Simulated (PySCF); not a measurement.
SMILES [H]/N=C(\C)CCC#C, C6H9N

Cartesian coordinates in Å; atom numbers follow the order of the lines, from 1:
```xyz
16

C     1.998    1.032   -1.603
C     1.744    0.362   -0.644
C     1.440   -0.481    0.493
C     0.065   -1.167    0.375
C    -1.051   -0.192    0.633
C    -1.507    0.624   -0.542
N    -1.498   -0.123    1.807
H     2.225    1.626   -2.437
H     2.216   -1.249    0.563
H     1.465    0.116    1.409
H     0.011   -1.950    1.132
H    -0.037   -1.611   -0.617
H    -2.256    1.357   -0.246
H    -0.652    1.135   -0.984
H    -1.933   -0.030   -1.302
H    -2.239    0.561    1.951
```

Method used: GIAO B3LYP/pcSseg-1 magnetisability, rotational g tensor and spin-rotation constants, non-relativistic, gas phase in PySCF 2.14.0. Geometry: GFN2-xTB.

(1) Give the nuclear spin-rotation constants along the inertial axes (H = +C I·J) beside the isotropic shieldings.

(2) How do the rotational constants and the g tensor change when H8, H9, H10, H11, H12, H13, H14, H15, H16 are replaced by deuterium?

Results:

(1) Rotational constants 4.6048, 1.7955, 1.4507 GHz. A star marks the isotopologue with that one atom substituted, in its own axes.
```tsv
atom	isotope	Caa (kHz)	Cbb (kHz)	Ccc (kHz)	mean (kHz)	σ (ppm)
N7	14N	0.993	0.354	0.192	0.513	-86.1
H8	1H	-0.250	-0.083	-0.171	-0.168	30.4
H9	1H	-0.387	-0.015	-0.125	-0.175	29.1
H10	1H	-0.439	-0.190	0.024	-0.202	29.5
H11	1H	-0.360	0.020	-0.160	-0.167	29.4
H12	1H	-0.446	-0.184	0.022	-0.202	29.6
H13	1H	-0.302	-0.093	-0.117	-0.171	30.4
H14	1H	0.104	-0.157	-0.140	-0.064	28.3
H15	1H	-0.542	-0.171	0.037	-0.225	29.7
H16	1H	0.026	-0.002	-0.082	-0.019	21.6
C1	13C*	0.876	0.334	0.470	0.560	107.3
C2	13C*	0.960	0.319	0.572	0.617	91.1
C3	13C*	0.684	0.300	0.220	0.401	159.0
C4	13C*	0.877	0.330	0.282	0.496	137.5
C5	13C*	1.752	0.991	0.407	1.050	-3.8
C6	13C*	0.870	0.238	0.285	0.465	147.7
```
For the geometry as given, no vibrational averaging.

(2) Constants 3.5726, 1.6021, 1.2702 GHz; g -0.0183, -0.0096, -0.0078, against -0.0230, -0.0109, -0.0089 before.
